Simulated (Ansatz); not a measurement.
`C[O][Al]([OH])[SiH3]` + H₂S → `C[O][Al]([OH])[SH]` + SiH₄  (cleavage of the Al–Si bond)

Computed with Ansatz on PBE0-D4/def2-TZVP structures; ΔE is electronic, products minus reactants. CCSD(T)/CBS is the MP2 limit (def2-TZVPP, def2-QZVPP) plus CCSD(T) − MP2 in def2-TZVPP, frozen cores. This one scheme is used for every species. Functionals use def2-TZVPP. One conformer a species, not always the lowest.

CCSD(T)/CBS gives -1.02 eV.

Q: Another level gave -0.97 eV. Which?
A. LC-ωPBE/def2-TZVPP
B. revPBE-D4/def2-TZVPP
C. BHLYP/def2-TZVPP
D. LDA (SPW92)/def2-TZVPP

A: A. LC-ωPBE -0.97, BHLYP -1.06, revPBE-D4 -0.90, LDA (SPW92) -0.85 eV.

Q: What do rigid-rotor, harmonic-oscillator terms from PBE0-D4/def2-TZVP frequencies (298.15 K, 1 bar) make of the CCSD(T)/CBS value? (Best estimate.)

A: Computed: ΔZPE = +0.02 eV, ΔH = -1.02 eV, ΔS = -22 J/(mol·K), ΔG = -0.95 eV. Modes under 50 cm⁻¹ make the entropy rough.

Largest T1 diagnostic among the species: 0.013.

From PBE to PBE0 (25 % exact exchange), in def2-TZVPP and without D4, ΔE moves by −0.06 eV. Leaving LDA and LC-ωPBE aside and taking each functional with its dispersion term where it has one, the values, not all of them listed here, spread over 0.19 eV, from BHLYP-D4 to PBE-D4. At CCSD(T), def2-SVP lies +0.08 eV from the extrapolated value and def2-TZVPP +0.02 eV.
